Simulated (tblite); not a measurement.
Compound: C6H12N2Si.
Numbering: `[CH:1]#[C:2][CH2:3][C@@H:4]([CH2:5][N:6]=[CH2:7])[NH:8][SiH3:9]` (hydrogens: H10 on C1; H11, H12 on C3; H13 on C4; H14, H15 on C5; H16, H17 on C7; H18 on N8; H19, H20, H21 on Si9)

The geometry is computed with GFN2-xTB (gas phase).

(1) List the bond lengths, angles and torsions at this level.

## Answers

(1) 
```csv
bond,length (Å)
C1≡C2,1.197
C2–C3,1.447
C3–C4,1.532
C4–C5,1.545
C5–N6,1.429
N6=C7,1.250
C4–N8,1.441
N8–Si9,1.721
C1–H10,1.049
C3–H11,1.093
C3–H12,1.092
C4–H13,1.102
C5–H14,1.102
C5–H15,1.094
C7–H16,1.080
C7–H17,1.096
N8–H18,1.011
"Si9–H19, Si9–H21",1.463
Si9–H20,1.473
```

Bonds in one row agree within 0.01 Å and their mean is given. A selection of angles:
```csv
angle,degrees
C1–C2–C3,179.3
C2–C3–C4,111.8
C3–C4–C5,110.1
C3–C4–N8,111.0
C5–C4–N8,111.6
C4–C5–N6,109.1
C5–N6–C7,120.5
C4–N8–Si9,126.0
H18–N8–C4,108.8
H18–N8–Si9,114.8
```

Torsions: C2–C3–C4–C5 66° (synclinal); C3–C4–C5–N6 -178° (antiperiplanar); C4–C5–N6–C7 119° (anticlinal); C3–C4–N8–Si9 -41° (synclinal).

Si9 (SiH3 silicon) is distorted tetrahedral (angles from 103.8° to 116.3°). The 4 C–C bonds span 1.197 Å (C1≡C2, drawn triple) to 1.545 Å (C4–C5, drawn single), a spread of 0.348 Å. N8 (silicon-bound nitrogen) has angles 126.0°, 114.8° and 108.8°, sum 349.6°, 0.25 Å off the plane of its three neighbours. Of the pairs four or more bonds apart, Si9···H11 is among the closest relative to their van der Waals radii: 2.91 Å, 88 % of the sum of Bondi's values. The 3 C–N bonds span 1.250 Å (N6=C7, drawn double) to 1.441 Å (C4–N8, drawn single), a spread of 0.191 Å.

Point group: C1 (no symmetry element, even within 0.4 Å). Its GFN2-xTB frequencies are all real (lowest 48 cm⁻¹). One conformer, not necessarily the lowest. 3 starts were optimised and ended at 0.00, 0.50 and 0.74 kcal/mol (GFN2-xTB); the lowest of these is shown.

On an Arm Neoverse N1 with one thread, on a shared host, this took 2.6 s of wall time. These figures are those of the optimisation.
